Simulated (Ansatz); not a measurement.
Isolated molecules relaxed with PBE0-D4/def2-TZVP in Ansatz; ΔE leaves out vibrations. CCSD(T)/CBS is the MP2 limit (def2-TZVPP, def2-QZVPP) plus CCSD(T) − MP2 in def2-TZVPP, frozen cores. This one scheme is used for every species. Functionals use def2-TZVPP. B3LYP here is the variant with VWN-RPA as its local correlation; programs differ in this. Each species was taken in one conformer, which may not be the lowest.

Consider the ligand exchange at the Si–O bond: `O[SiH2]O[SiH2]S` + H₂S → `O[SiH2]S` + `O[SiH2]S`.

`O[SiH2]O[SiH2]S`:

```xyz
11

O     0.364   -1.243   -1.670
Si    1.427   -0.548   -0.639
O     0.742    0.697    0.186
Si   -0.574    0.999    1.097
S    -2.229   -0.253    0.563
H    -0.435   -1.605   -1.278
H     1.922   -1.527    0.362
H     2.518   -0.003   -1.469
H    -0.939    2.421    0.917
H    -0.318    0.669    2.518
H    -2.480    0.394   -0.588
```

H₂S:

```xyz
3

S    -0.223   -0.421   -0.396
H     0.366   -0.497    0.806
H    -0.143    0.918   -0.410
```

`O[SiH2]S`:

Z-matrix (Å, degrees):
```
Si
S 1 2.133
O 1 1.642 2 113.5
H 1 1.478 2 111.7 3 117.8
H 1 1.484 2 102.9 3 -122.0
H 2 1.344 1 94.6 3 -65.2
H 3 0.959 1 117.2 2 -51.2
```

`O[SiH2]S`:

```xyz
7

O    -1.284    0.756   -0.195
Si    0.023    0.080    0.534
S     1.462   -0.685   -0.842
H    -1.117    1.412   -0.875
H     0.807    1.063    1.323
H    -0.539   -0.988    1.386
H     0.648   -1.638   -1.331
```

```tsv
level	ΔE (kJ/mol)	difference from CCSD(T)/CBS
PBE-D4	46.6	-16.2
r2SCAN-D4	57.1	-5.7
B97M-V	60.4	-2.4
B3LYP-D4	65.8	3.0
r2SCANh-D4	58.2	-4.6
r2SCAN0-D4	59.6	-3.2
B2PLYP	61.6	-1.2
r2SCANh	56.4	-6.4
r2SCAN0	57.6	-5.2
RPA@PBE/def2-TZVPP	67.9	5.1
HF/def2-SVP	73.7	10.9
CCSD/def2-SVP	70.2	7.4
CCSD(T)/def2-SVP	69.2	6.4
MP2/def2-TZVPP	62.5	-0.3
MP2/def2-QZVPP	61.9	-0.9
CCSD/CBS(def2)	64.8	2.0
CCSD(T)/CBS	62.8	0
```

Largest T1 diagnostic among the species: 0.012.

From PBE to PBE0 (25 % exact exchange), in def2-TZVPP and without D4, ΔE moves by +5.9 kJ/mol. The D4 term adds +7.6 kJ/mol with B3LYP and +4.6 kJ/mol with PBE0; it sums over pairs of atoms, weighted by their polarisabilities, and B3LYP, whose exchange is more repulsive, gets the larger term.
